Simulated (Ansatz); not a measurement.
Basis sets compared for InSn2 (the lowest doublet isomer of a short search). The state is a doublet with charge 0. Geometry PBE-D4/def2-SVP. Ansatz on 4 threads of Arm Neoverse N1 on a shared host; times are rough, and most runs start from earlier orbitals.

```
atom   x (Å)   y (Å)   z (Å)
 In1  -0.381   1.752   0.654
 Sn2   1.422  -0.709  -0.890
 Sn3  -1.041  -1.043   0.236
```

In the def2 sets In, Sn take a core potential; there is no spin–orbit coupling. At PBE0-D4/def2-SVP, PBE0-D4/def2-TZVP, PBE0-D4/def2-TZVPD the charge 0 doublet is spin-contaminated (final ⟨S²⟩ up to 0.87, 0.75 for a pure state). The structure comes from a short search, and lower isomers may exist.

Binding counts from free atoms (In doublet, Sn triplet) in the same basis, without a counterpoise term.

| level | functions | energy (Eh) | HOMO (eV) | LUMO (eV) | binding per atom (eV) | wall time |
| --- | --- | --- | --- | --- | --- | --- |
| PBE-D4/def2-SVP | 78 | -618.7743 | -4.41 | -4.14 | 1.58 | 2.6 s |
| PBE-D4/def2-TZVP | 150 | -618.7919 | -4.42 | -4.12 | 1.60 | 6 s |
| PBE0-D4/def2-SVP | 78 | -618.7768 | -5.07 | -3.49 | 1.44 | 3.9 s |
| PBE0-D4/def2-TZVP (with forces) | 150 | -618.7926 | -5.06 | -3.45 | 1.46 | 15 s |

(1) Estimate the rows for PBE-D4/def2-TZVPD, PBE0-D4/def2-TZVPD.

## Answers

(1) 
```
             level  functions  energy (Eh)  HOMO (eV)  LUMO (eV)  binding per atom (eV)  wall time
 PBE-D4/def2-TZVPD        168    -618.7927      -4.44      -4.14                   1.60      7.5 s
PBE0-D4/def2-TZVPD        168    -618.7932      -5.08      -3.47                   1.47       24 s
```
